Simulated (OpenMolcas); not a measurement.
Ti2+: effect of the active space

```json
{"Program": "OpenMolcas 26.06", "Method": "CASSCF", "Basis": "ANO-RCC-VQZP", "Scalar Hamiltonian": "X2C, point nucleus", "Spin-orbit coupling": "state interaction with AMFI integrals over the reference wave functions, term energies averaged over their components"}
```

A. 2 electrons in 5 orbitals (3d); 2S+1 = 3 even, 10 roots; 2S+1 = 1 even, 15 roots (14 in the spin-orbit step); cost about 6 core-seconds
B. 2 electrons in 10 orbitals (3d 4d); 2S+1 = 3 even, 10 roots; 2S+1 = 1 even, 14 roots; cost about 14 core-seconds

Energies in cm⁻¹ above 3d² ³F₂, the measured ground level; measured values from Corliss and Sugar, J. Phys. Chem. Ref. Data 8, 1 (1979).

```json
{"Level": "3d² ³F₂", "A": "0.0", "B": "0.0", "Measured": "0.0"}
{"Level": "3d² ³F₃", "A": "195", "B": "197", "Measured": "185"}
{"Level": "3d² ³F₄", "A": "450", "B": "454", "Measured": "420"}
{"Level": "3d² ¹D₂", "A": "11343", "B": "10848", "Measured": "8474"}
{"Level": "3d² ³P₀", "A": "13566", "B": "13064", "Measured": "10538"}
{"Level": "3d² ³P₁", "A": "13630", "B": "13126", "Measured": "10604"}
{"Level": "3d² ³P₂", "A": "13772", "B": "13266", "Measured": "10721"}
{"Level": "3d² ¹G₄", "A": "17474", "B": "16732", "Measured": "14398"}
```

Deviations, from unrounded energies. A percentage is the sum of absolute deviations over the sum of measured energies, with the sign that they share, or ± where signs differ.

```json
{"Against measurement": "mean absolute deviation (cm-1)", "Levels": "7", "A": "2200", "B": "1800"}
{"Against measurement": "fine structure of the ground term (%)", "Levels": "2", "A": "+6.6", "B": "+7.6"}
{"Against measurement": "other terms of the ground configuration (%)", "Levels": "5", "A": "+27.5", "B": "+22.5"}
```

B lies closest to measurement on these levels. The largest miss of B in the table is 3d² ³P₂, by +2500 cm-1. The ranking rests on the paired levels alone, and a cruder setting can come out closer through cancelling errors.

Between A and B the level of the table that moves most is 3d² ¹G₄, by 740 cm-1 (lowest in B, highest in A).

Without dynamic correlation excited terms often stand tens of per cent too high (terms of higher spin than the ground term too low), and those without a measured partner can miss by more than the paired ones. Some high roots are left out of the spin-orbit mixing, which shifts the levels that they would mix with (holds for A). Active for correlation alone: 4d; no level in the range computed is led by a configuration that fills it, so any true level of that kind is missing (holds for B). Computed and measured levels are paired by configuration, term and J; levels that our copy of the source lacks, or whose pairing is in doubt (as where it misses far off the trend of its configuration), stay unpaired and out of the deviations. Levels of configurations outside the active space are missing.
